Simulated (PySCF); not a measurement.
# Two-component Hartree-Fock for Pr(2+) (praseodymium, charge +2)

Start: [Xe] 4f3; 4f5/2 filled at m_j = +1/2, +3/2, +5/2. Calculated with PySCF 2.14 in x2c-TZVPPall-2c: generalised Hartree-Fock with the X2C-1e Hamiltonian and a Gaussian nucleus; one run each with spin-orbit coupling (SO) switched off, then screened by Boettger's factors.

```
spinor shell  electrons  ε, spin-free (eV)  ε, screened SO (eV)  weight of nominal j (screened SO)  rms radius, screened SO (bohr)
       1s1/2          2           -42205.6             -42199.6                              1.000                          0.0275
       2s1/2          2            -6911.5              -6909.6                              1.000                           0.111
       2p1/2          2            -6178.9              -6516.7                              1.000                          0.0958
       2p3/2          4            -6178.9              -6030.6                              1.000                           0.102
       3s1/2          2            -1547.3              -1546.6                              1.000                           0.290
       3p1/2          2            -1310.1              -1378.7                              1.000                           0.282
       3p3/2          4            -1310.1              -1279.5                              1.000                           0.294
       3d3/2          4            -976.85              -989.52                              0.999                           0.266
       3d5/2          6            -976.85              -967.71                              0.999                           0.269
       4s1/2          2            -337.31              -337.08                              1.000                           0.661
       4p1/2          2            -257.12              -272.88                              0.988                           0.685
       4p3/2          4            -257.12              -249.93                              0.994                           0.711
       4d3/2          4            -139.18              -144.18                              0.832                           0.783
       4d5/2          6            -139.18              -135.63                              0.888                           0.788
       5s1/2          2            -61.102              -61.059                              1.000                            1.63
       5p1/2          2            -39.303              -41.862                              0.936                            1.82
       5p3/2          4            -39.303              -38.133                              0.968                            1.92
       4f5/2          3            -23.332              -23.360                              0.793                            1.20
```

```tsv
quantity	spin-free	screened SO
E (hartree)	-9230.56794	-9234.88696
M_J	9/2	9/2
⟨J²⟩	27.757	26.904
⟨L²⟩	42.005	41.794
⟨S²⟩	3.752	3.734
```

The determinant has a definite M_J but mixes levels of different J.

Each row is a mean over spinors that exchange with the open shell spreads, by up to 9.397 eV (4d3/2).

Rows whose weight is well below 1 are mixtures of j = l ± 1/2: exchange outweighs spin-orbit coupling there, and the label is only the starting occupation.

Breit and QED terms are absent; they matter most for the inner s and p1/2 levels.

Densities and radii are taken from the X2C orbitals without a picture-change correction, which distorts them close to the nucleus.

Without spin-orbit coupling the j labels of p, d and f shells carry no meaning; the spin-free column gives the mean over the occupied spinors of each nl shell, and its ⟨J²⟩ belongs to a mixture of degenerate components.
